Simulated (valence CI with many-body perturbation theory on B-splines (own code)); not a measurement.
**Which ion has this spectrum?**

A relativistic CI+MBPT calculation for an atom or ion with 39 electrons gives these levels (cm⁻¹):

| J | Parity | E | g |
| --- | --- | --- | --- |
| 3/2 | even | 0.0 | 0.66 |
| 5/2 | even | 84472 | 1.05 |
| 3/2 | even | 103394 | 1.23 |
| 7/2 | even | 111408 | 1.07 |
| 9/2 | even | 115430 | 1.06 |
| 1/2 | even | 117161 | 1.90 |
| 5/2 | even | 171444 | 1.36 |
| 7/2 | even | 196613 | 1.08 |
| 9/2 | even | 207704 | 1.14 |
| 3/2 | even | 220828 | 1.14 |
| 1/2 | even | 228667 | 1.43 |
| 11/2 | even | 235747 | 1.09 |
| 5/2 | even | 237701 | 1.20 |
| 5/2 | even | 253988 | 1.11 |

The energies are calculated, and their last digits are not significant.

Question: Which is it?
A. Yb31+
B. Tm30+
C. Ta34+
D. Hf33+

Answer: A. Yb31+, ground level (4d3/2^3) J=3/2.
